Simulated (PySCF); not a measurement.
# One molecule, a ladder of functionals, a line

Molecule: SMILES FB(F)C[SiH3], CH₅BF₂Si.

Numbering as in the mapped SMILES `[F:1][B:2]([F:3])[CH2:4][SiH3:5]`. Each H is labelled by its parent atom.

GIAO shieldings (ppm, equivalent atoms averaged) in PySCF 2.14.0 with density-fitted response routines on the PBE0-D3(BJ)/def2-SVP geometry, basis pcSseg-2, gas phase, non-relativistic:

```tsv
functional	exact exchange (%)	σ(F1/F3)	σ(B2)	σ(Si5)
BLYP	0	232.7	62.5	382.2
BP86	0	231.5	65.4	392.9
PBE	0	229.5	64.6	394.7
B3LYP	20	247.3	66.9	394.3
mPW1PW91	25	249.8	70.0	407.1
BHandHLYP	50	266.9	73.4	411.8
HF	100	295.7	85.1	443.4
```

(1) Fit each shielding as a line in the percentage of exact exchange.

(2) What does the line predict for PBE0 (25 %), and what does the run give?

## Answers

(1) σ(F1/F3) = 232.4 + 0.65 x (rms 1.7 ppm); σ(B2) = 63.9 + 0.21 x (rms 1.1 ppm); σ(Si5) = 389.1 + 0.53 x (rms 4.8 ppm). The functionals also differ in their semilocal parts, which the line can't hold; Hartree–Fock has no correlation at all.

(2) σ(F1/F3): 248.7 predicted, 248.6 computed; σ(B2): 69.2 predicted, 70.0 computed; σ(Si5): 402.4 predicted, 409.1 computed ppm.
